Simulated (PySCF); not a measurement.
C5H7F, SMILES F[C@H]1C=CCC1. The structure is a stationary point at PBE-D3(BJ)/def2-SVP. The structure was generated by enumeration; whether it is a known compound was not checked. One conformer was computed; it need not be the lowest.

These are PySCF 2.14.0 with PBE-D3(BJ)/def2-SVP values and carry that method's errors.

Harmonic wavenumbers (cm⁻¹): 103, 292, 372, 505, 570, 727, 752, 823, 871, 915, 940, 971, 995, 1040, 1047, 1091, 1135, 1184, 1229, 1247, 1287, 1301, 1342, 1397, 1415, 1645, 2929, 2957, 3001, 3010, 3069, 3121, 3149. Rotational constants (GHz): 6.884, 3.202, 2.380; symmetry number 1.

Problem. Work out the zero-point energy and the ideal-gas rigid-rotor harmonic-oscillator thermochemistry at 298.15 K and 1 atm.

Solution. ZPE = ½ Σ hcν = ½ × 46434 cm⁻¹ = 66.38 kcal/mol. H − E(el) = 70.38 kcal/mol. Entropy in cal/(mol K): translation 39.27, rotation 26.22, vibration 8.91, total 74.41. G − E(el) = 48.20 kcal/mol. Cp = 22.30 cal/(mol K). Modes under 150 cm⁻¹ make the vibrational entropy uncertain.
